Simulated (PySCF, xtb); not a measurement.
Au₂, SMILES [Au][Au], multiplicity 1.

Harmonic wavenumbers (cm⁻¹) from xtb 6.7.1 with GFN2-xTB at its own minimum, in rising order: 188.

Problem. What does B3LYP-D3(BJ)/def2-TZVPD (PySCF) give at its own minimum? (An estimate is asked for; the answer gives what the named calculation found.)

Solution. 167. Paired by order, the mean absolute difference is 22 cm⁻¹ and the zero-point energies are 0.3 and 0.2 kcal/mol.
